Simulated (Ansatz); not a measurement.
An input meant for [CuCl2]- (CuCl₂⁻) (charge -1, singlet; scaled by 1.25).

```yaml
crystal:
  periodic: [true, true, true]
  atoms:
    - {symbol: Cu, position_ang: [0.000017, 0.000010, -0.000002]}
    - {symbol: Cl, position_ang: [-0.020112, -0.025478, 2.696550]}
    - {symbol: Cl, position_ang: [0.020094, 0.025468, -2.696561]}
basis:
  gaussian: {orbitals: cc-pVTZ-DK}
total_charge: -1
hamiltonian: {xc: {name: wPBEh}, pseudopotentials: {relativity: none}}
output: {forces: true}
```

```sh
$ ansatz run in.yaml --threads 4 --pin off --events-out ev --progress --plain --max-ram 3916MiB
```

It prints (some lines left out):

```
Error: YAML parse error: error: line 2 column 3: crystal: missing field `lattice` (a structure is typed as `lattice` and `atoms`, a molecule's as `atoms` in Å alone, or read from a run's directory, `checkpoint`)
 --> <input>:2:3
1 | crystal:
2 |   periodic: [true, true, true]
3 |   atoms:
4 |     - {symbol: Cu, position_ang: [0.000017, 0.000010, -0.000002]}
```

In this input the species is marked periodic without a cell. The input was rejected before any iteration.
